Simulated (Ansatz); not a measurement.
C10H20 (`CC(C)(C)/C=C/C(C)(C)C`). The species carries charge 0 and has multiplicity 1. The structure was optimised at the PBE0-D4/def2-TZVP level.

```xyz
30

C    -1.050    2.758    0.410
C    -0.877    1.397    1.092
C    -2.205    0.994    1.740
C     0.196    1.505    2.167
C    -0.542    0.380    0.034
C     0.542   -0.380   -0.034
C     0.877   -1.397   -1.092
C     2.205   -0.994   -1.740
C    -0.196   -1.505   -2.167
C     1.050   -2.757   -0.410
H    -0.115    3.082   -0.054
H    -1.354    3.517    1.136
H    -1.815    2.711   -0.369
H    -2.996    0.907    0.990
H    -2.114    0.030    2.247
H    -2.519    1.740    2.475
H    -0.092    2.252    2.911
H     0.337    0.554    2.687
H     1.157    1.807    1.743
H    -1.300    0.290   -0.743
H     1.300   -0.290    0.743
H     2.518   -1.741   -2.475
H     2.114   -0.031   -2.247
H     2.996   -0.907   -0.991
H     0.091   -2.253   -2.910
H    -0.337   -0.554   -2.687
H    -1.157   -1.807   -1.743
H     1.815   -2.711    0.369
H     1.354   -3.517   -1.136
H     0.115   -3.081    0.055
```

Q: What is the dipole moment at ωB97M-V/def2-TZVPP? (An estimate is asked.)

A: Computed: 0.00 D, zero by symmetry or nearly so.

Q: Give the Mulliken charges with ωB97M-V, r2SCAN, B3LYP in def2-TZVPP. (An estimate is asked.)

A: Ansatz gave: 
| atom | ωB97M-V | r2SCAN | B3LYP |
| --- | --- | --- | --- |
| C1 | -0.31 | -0.21 | -0.29 |
| C2 | 0.05 | 0.47 | 0.32 |
| C3 | -0.31 | -0.21 | -0.29 |
| C4 | -0.39 | -0.26 | -0.33 |
| C5 | -0.16 | -0.26 | -0.21 |
| C6 | -0.16 | -0.26 | -0.21 |
| C7 | 0.05 | 0.47 | 0.32 |
| C8 | -0.31 | -0.21 | -0.29 |
| C9 | -0.39 | -0.26 | -0.33 |
| C10 | -0.31 | -0.21 | -0.29 |
| H11 | 0.11 | 0.05 | 0.09 |
| H12 | 0.11 | 0.04 | 0.07 |
| H13 | 0.11 | 0.04 | 0.08 |
| H14 | 0.11 | 0.04 | 0.08 |
| H15 | 0.11 | 0.05 | 0.09 |
| H16 | 0.11 | 0.04 | 0.07 |
| H17 | 0.11 | 0.04 | 0.08 |
| H18 | 0.12 | 0.05 | 0.08 |
| H19 | 0.12 | 0.05 | 0.08 |
| H20 | 0.11 | 0.06 | 0.08 |
| H21 | 0.11 | 0.06 | 0.08 |
| H22 | 0.11 | 0.04 | 0.07 |
| H23 | 0.11 | 0.05 | 0.09 |
| H24 | 0.11 | 0.04 | 0.08 |
| H25 | 0.11 | 0.04 | 0.08 |
| H26 | 0.12 | 0.05 | 0.08 |
| H27 | 0.12 | 0.05 | 0.08 |
| H28 | 0.11 | 0.04 | 0.08 |
| H29 | 0.11 | 0.04 | 0.07 |
| H30 | 0.11 | 0.05 | 0.09 |

B3LYP here is the variant with VWN-RPA as its local correlation; programs differ in this.
